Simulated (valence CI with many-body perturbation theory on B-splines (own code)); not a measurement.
# Tm64+: electric-dipole lines

Computed by relativistic CI+MBPT: three valence electrons over a frozen Dirac-Fock core [He], a basis of 11 s, 11 p, 9 d, 7 f, 5 g, 2 h, 1 i functions for each j, with the one-electron correlation potential Σ1, the two-electron term Σ2, the three-electron term Σ3, Breit, model QED; selected CI, second order for the rest (own B-spline code, finite nucleus).

No measured spectrum was set against this ion. As an estimate, large intervals hold to a few tenths of a per cent, small ones and those within an open d or f shell to about a per cent.

Lines 1 to 50 of 276 in falling wavelength, among levels below 814.60 Ry, chosen from the strongest by gf and those to the six lowest levels. Wavelengths and rates use the calculated energies. Electric multipoles are in the length gauge, E1 and E2 with the static RPA response of the core. Weak lines are less certain than strong ones. Lines between different terms over intervals too small for the method are left out, as are lines whose strength nearly cancels. The highest levels of a list are the least certain.

Levels are named by their leading jj configuration (3d3/2^4 stands for four electrons in 3d with j = 3/2), which in mixed levels can hold well under half, so a name can repeat and another be missing. Letters in brackets count levels of one name in rising energy.

```tsv
λ vac (Å)	Upper	Lower	A (s⁻¹)	log gf	Branch %
91.79	(2s 2p3/2 3d5/2) J=9/2	(2s 2p3/2 3p3/2) J=7/2	2.35e+10	-0.53	22.4
91.76	(2p1/2 2p3/2 3d5/2) J=9/2	(2p1/2 2p3/2 3p3/2) J=7/2	2.69e+10	-0.47	0.3
91.61	(2p1/2 2p3/2 3d5/2) J=7/2 [b]	(2p1/2 2p3/2 3p3/2) J=5/2 [b]	2.19e+10	-0.66	0.0
91.42	(2p1/2 2p3/2 3d5/2) J=7/2 [a]	(2p1/2 2p3/2 3p3/2) J=5/2 [a]	2.18e+10	-0.66	0.0
91.19	(2s 2p1/2 3d5/2) J=7/2	(2s 2p1/2 3p3/2) J=5/2	2.54e+10	-0.60	0.0
90.66	(2s 2p3/2 3d5/2) J=7/2 [a]	(2s 2p3/2 3p3/2) J=5/2 [a]	1.90e+10	-0.73	0.0
90.43	(2s 2p3/2 3d5/2) J=7/2 [b]	(2s 2p3/2 3p3/2) J=5/2 [b]	1.94e+10	-0.72	0.0
90.00	(2p1/2^2 3d5/2) J=5/2	(2p1/2^2 3p3/2) J=3/2	2.82e+10	-0.69	0.0
88.90	(2s^2 3d5/2) J=5/2	(2s^2 3p3/2) J=3/2	2.15e+10	-0.82	0.0
88.80	(2s 2p1/2 3d5/2) J=5/2 [a]	(2s 2p1/2 3p3/2) J=3/2 [a]	2.55e+10	-0.74	0.0
85.99	(2p1/2 2p3/2 3d5/2) J=5/2 [a]	(2p1/2 2p3/2 3p3/2) J=3/2 [a]	2.15e+10	-0.84	0.0
85.61	(2s 2p1/2 3d5/2) J=5/2 [b]	(2s 2p1/2 3p3/2) J=3/2 [b]	2.51e+10	-0.78	0.0
73.40	(2s 2p1/2 2p3/2) J=3/2 [a]	(2s^2 2p3/2) J=3/2	8.95e+08	-2.54	1.7
59.64	(2s 2p1/2 2p3/2) J=5/2	(2s^2 2p3/2) J=3/2	7.38e+09	-1.63	99.6
51.49	(2s 2p1/2^2) J=1/2	(2s^2 2p1/2) J=1/2	2.04e+10	-1.79	100.0
48.98	(2p1/2^2 2p3/2) J=3/2	(2s 2p1/2 2p3/2) J=1/2	1.25e+10	-1.74	0.3
45.27	(2s 2p1/2 2p3/2) J=1/2	(2s^2 2p3/2) J=3/2	1.57e+10	-2.01	0.2
44.94	(2s 2p1/2 2p3/2) J=3/2 [b]	(2s^2 2p3/2) J=3/2	1.13e+10	-1.86	0.2
38.85	(2p1/2^2 2p3/2) J=3/2	(2s 2p1/2 2p3/2) J=5/2	6.78e+10	-1.21	1.5
36.08	(2p1/2 2p3/2 3d3/2) J=5/2 [b]	(2p1/2 2p3/2 3p1/2) J=3/2 [b]	1.91e+11	-0.65	0.0
35.64	(2s 2p1/2 3d3/2) J=3/2 [b]	(2s 2p1/2 3p1/2) J=1/2 [b]	1.90e+11	-0.84	0.0
35.51	(2p1/2 2p3/2 3d3/2) J=3/2 [b]	(2p1/2 2p3/2 3p1/2) J=3/2 [b]	2.23e+11	-0.77	0.0
34.63	(2p1/2^2 2p3/2) J=3/2	(2s 2p1/2 2p3/2) J=3/2 [a]	1.91e+10	-1.86	0.4
34.43	(2s 2p3/2 3d3/2) J=5/2 [a]	(2s 2p3/2 3p1/2) J=5/2	2.09e+11	-0.65	0.0
34.24	(2s 2p3/2 3d3/2) J=5/2 [a]	(2s 2p3/2 3p1/2) J=3/2 [a]	1.78e+11	-0.73	0.0
33.92	(2s 2p3/2 3d3/2) J=5/2 [b]	(2s 2p3/2 3p1/2) J=3/2 [b]	3.11e+11	-0.49	0.0
33.74	(2s 2p3/2 3d3/2) J=7/2	(2s 2p3/2 3p1/2) J=5/2	3.73e+11	-0.29	0.0
33.74	(2p1/2 2p3/2 3d3/2) J=5/2 [a]	(2p1/2 2p3/2 3p1/2) J=3/2 [a]	3.08e+11	-0.50	0.2
33.72	(2s 2p3/2 3d3/2) J=3/2 [a]	(2s 2p3/2 3p1/2) J=3/2 [a]	3.28e+11	-0.65	0.0
33.63	(2s 2p1/2 3d3/2) J=3/2 [a]	(2s 2p1/2 3p1/2) J=1/2 [a]	3.75e+11	-0.59	0.1
33.56	(2s 2p3/2 3p3/2) J=3/2 [a]	(2s 2p3/2 3s) J=3/2 [a]	4.81e+11	-0.49	0.2
33.55	(2s^2 3d3/2) J=3/2	(2s^2 3p1/2) J=1/2	3.88e+11	-0.58	0.0
33.49	(2p1/2 2p3/2 3d3/2) J=7/2	(2p1/2 2p3/2 3p1/2) J=5/2	3.82e+11	-0.29	1.3
33.49	(2p1/2^2 3d3/2) J=3/2	(2p1/2^2 3p1/2) J=1/2	3.74e+11	-0.60	0.2
33.41	(2s 2p1/2 3d3/2) J=5/2	(2s 2p1/2 3p1/2) J=3/2	3.78e+11	-0.42	0.2
33.34	(2s 2p3/2 3d3/2) J=1/2 [a]	(2s 2p3/2 3p1/2) J=3/2 [a]	4.43e+11	-0.83	0.0
33.30	(2p1/2 2p3/2 3d3/2) J=3/2 [a]	(2p1/2 2p3/2 3p1/2) J=1/2	2.21e+11	-0.83	0.1
33.23	(2s 2p1/2 3p3/2) J=3/2 [b]	(2s 2p1/2 3s) J=1/2 [b]	3.33e+11	-0.66	0.1
32.80	(2s 2p3/2 3p3/2) J=5/2 [b]	(2s 2p3/2 3s) J=3/2 [b]	6.21e+11	-0.22	0.3
32.77	(2p1/2 2p3/2 3p3/2) J=5/2 [a]	(2p1/2 2p3/2 3s) J=3/2 [a]	5.16e+11	-0.30	0.1
32.69	(2s 2p1/2 3p3/2) J=1/2	(2s 2p1/2 3s) J=1/2 [b]	5.67e+11	-0.74	0.1
32.66	(2p1/2 2p3/2 3p3/2) J=7/2	(2p1/2 2p3/2 3s) J=5/2	5.44e+11	-0.16	0.2
32.39	(2s 2p3/2 3p3/2) J=7/2	(2s 2p3/2 3s) J=5/2	6.65e+11	-0.08	23.7
32.15	(2p1/2 2p3/2 3p3/2) J=3/2 [b]	(2p1/2 2p3/2 3s) J=3/2 [b]	2.89e+11	-0.75	0.1
32.14	(2p1/2 2p3/2 3d3/2) J=5/2 [b]	(2p1/2 2p3/2 3p1/2) J=5/2	1.64e+11	-0.82	0.0
32.01	(2s 2p3/2 3p3/2) J=5/2 [a]	(2s 2p3/2 3s) J=3/2 [a]	3.14e+11	-0.54	0.1
31.60	(2s 2p3/2 3p3/2) J=1/2 [a]	(2s 2p3/2 3s) J=3/2 [a]	6.51e+11	-0.71	0.1
31.51	(2s 2p1/2 3p3/2) J=3/2 [a]	(2s 2p1/2 3s) J=1/2 [a]	6.74e+11	-0.40	0.5
31.39	(2p1/2^2 3p3/2) J=3/2	(2p1/2^2 3s) J=1/2	6.20e+11	-0.44	0.2
31.39	(2s 2p3/2 3p3/2) J=3/2 [b]	(2s 2p3/2 3s) J=3/2 [b]	3.26e+11	-0.72	0.2
```

Task: How does gf follow from A for the line at 48.98 Å?

Result: gf = 1.4992 × (2J+1)_upper × A / σ², with σ = 2041525 cm⁻¹ and 2J+1 = 4: gf = 0.0180.
